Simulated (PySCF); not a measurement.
Zr⁺: ionisation energy

Zr⁺ [Kr] 4d2 5s1 (4F) → Zr²⁺ [Kr] 4d2 (3F), as a difference of total energies. All numbers are calculated (PySCF 2.14, scalar relativity through the core potential, in def2-SVP with the def2 core potential (28 electrons) (5s3p2d1f, 31 functions)). Correlated levels: valence: 4s2 4p6 frozen. The calculations carry no spin-orbit coupling.

```json
{"method": "UHF", "ionisation energy (eV)": "12.300"}
{"method": "TPSS", "ionisation energy (eV)": "13.130"}
{"method": "BP86", "ionisation energy (eV)": "13.507"}
{"method": "MP2 (valence)", "ionisation energy (eV)": "12.469"}
{"method": "SCS-MP2 (valence)", "ionisation energy (eV)": "12.356"}
```

Problem. How much does correlation contribute at MP2 (valence)?

Solution. 12.469 − (12.300) = 0.169 eV, measured against UHF.

The reference lies between the lowest fine-structure levels, while these numbers refer to the centres of the terms.

Errors of the correlated levels include the incompleteness of this basis and the frozen core.

For comparison: 13.13 eV (measured; NIST Atomic Spectra Database, ionization energies).
